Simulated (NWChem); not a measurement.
## Correlation energy of Zn

```xyz
1

Zn     0.0000     0.0000     0.0000
```
Charge 0, spin multiplicity 1.

Everything below was run with NWChem.

Basis set: def2-SVP. Each correlation energy counts from its own Hartree-Fock reference.

```
method        correlation energy (mHa)  difference from CCSD(T)
------------  ------------------------  -----------------------
CCSD(T)                         -284.0                      0.0
CR-CCSD(T)                      -282.5                     +1.5
CCSDT                           -283.5                     +0.5
MP2                             -287.3                     -3.2
CCSD                            -276.2                     +7.8
SCS-MP2                         -255.2                    +28.8
CCSD+T(CCSD)                    -285.1                     -1.1
CR-CCSD[T]                      -283.4                     +0.6
```

The values span 32.0 mHa, from MP2 (lowest) to SCS-MP2 (highest). 

The correlated methods keep 9 core orbitals frozen. Coupled-cluster values serve here as a point of comparison, not as the truth.
